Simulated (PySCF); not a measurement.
C4H6F2. Atoms are numbered in the order given.

```xyz
12

C      1.6021     0.0000    -1.1344
C      0.6699     0.0000     0.0269
F      1.3096     0.0000     1.2147
C     -0.6699     0.0000     0.0269
C     -1.6021     0.0000    -1.1344
F     -1.3096     0.0000     1.2147
H      2.2561     0.8875    -1.0964
H      1.0710     0.0000    -2.0939
H      2.2561    -0.8875    -1.0964
H     -2.2561    -0.8875    -1.0964
H     -2.2561     0.8875    -1.0964
H     -1.0710     0.0000    -2.0939
```

The structure is a stationary point at B3LYP-D3(BJ)/def2-SVP.

Calculation: PySCF with M06-2X/def2-TZVP.

Symmetry labels are those of the subgroup C2v that the program uses (full group C2v).

Computed valence orbital energies around the gap with their symmetry:
```
orbital  symmetry  energy (eV)
-------  --------  -----------
HOMO−7         B1       -14.71
HOMO−6         A1       -13.36
HOMO−5         B2       -13.25
HOMO−4         B1       -13.19
HOMO−3         A2       -13.06
HOMO−2         B1       -12.44
HOMO−1         A1       -12.04
HOMO           B2        -8.05
LUMO           A1         1.69
LUMO+1         A2         1.70
LUMO+2         B1         2.56
LUMO+3         A1         2.85
```
